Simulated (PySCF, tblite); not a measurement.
Isomers of C5H12Cl2Si2, one GFN2-xTB conformer each. Single-point energies are computed at PBE0/pcSseg-1 (PySCF, gas phase, no added dispersion term), electronic only.

```json
{"SMILES": "C/C(=C(\\[SiH3])C[SiH3])C(Cl)Cl", "GFN2-xTB relative energy (kcal/mol)": "0.0"}
{"SMILES": "[SiH3]C[C@@H](Cl)[C@H](Cl)[C@@H]1C[SiH2]1", "GFN2-xTB relative energy (kcal/mol)": "14.2"}
```

Conformers: `[CH3:1]/[C:2](=[C:3](\[SiH3:4])[CH2:5][SiH3:6])[CH:7]([Cl:8])[Cl:9]` with C2–C3–C5–Si6 -87°, C1–C2–C7–Cl8 71°; `[SiH3:1][CH2:2][C@@H:3]([Cl:4])[C@H:5]([Cl:6])[C@@H:7]1[CH2:8][SiH2:9]1` with Si1–C2–C3–Cl4 175°, C2–C3–C5–Cl6 -59°, C3–C5–C7–C8 -85°.

Problem. What does PBE0/pcSseg-1 give for the same structures?

Solution. 
| SMILES | PBE0/pcSseg-1 E (Eh) | PBE0/pcSseg-1 (kcal/mol) | GFN2-xTB (kcal/mol) | point group |
| --- | --- | --- | --- | --- |
| C/C(=C(\[SiH3])C[SiH3])C(Cl)Cl | -1696.22969 | 0.0 | 0.0 | C1 |
| [SiH3]C[C@@H](Cl)[C@H](Cl)[C@@H]1C[SiH2]1 | -1696.22294 | 4.2 | 14.2 | C1 |

Both levels put the same isomer lowest. As drawn, the lower has a C=C bond outside aromatic rings, which the higher lacks; the higher has a three-membered ring, which the lower lacks.

Problem. Which frontier levels, dipoles and rotational constants go with these structures?

Solution. 
```
                                   SMILES  HOMO (eV, PBE0/pcSseg-1)  LUMO (eV)  dipole (D)        A, B, C (MHz)
           C/C(=C(\[SiH3])C[SiH3])C(Cl)Cl                     -7.25      -1.13        2.01  981.6, 540.5, 453.7
[SiH3]C[C@@H](Cl)[C@H](Cl)[C@@H]1C[SiH2]1                     -7.15       0.05        2.60  979.6, 549.1, 479.1
```

Problem. What happens when harmonic zero-point energies from GFN2-xTB frequencies are added?

Solution. 
```json
{"SMILES": "C/C(=C(\\[SiH3])C[SiH3])C(Cl)Cl", "ZPE (kcal/mol)": "90.1", "electronic (kcal/mol)": "0.0", "with ZPE (kcal/mol)": "0.0"}
{"SMILES": "[SiH3]C[C@@H](Cl)[C@H](Cl)[C@@H]1C[SiH2]1", "ZPE (kcal/mol)": "92.7", "electronic (kcal/mol)": "4.2", "with ZPE (kcal/mol)": "6.8"}
```

The zero-point energies span 2.6 kcal/mol. The order is unchanged.
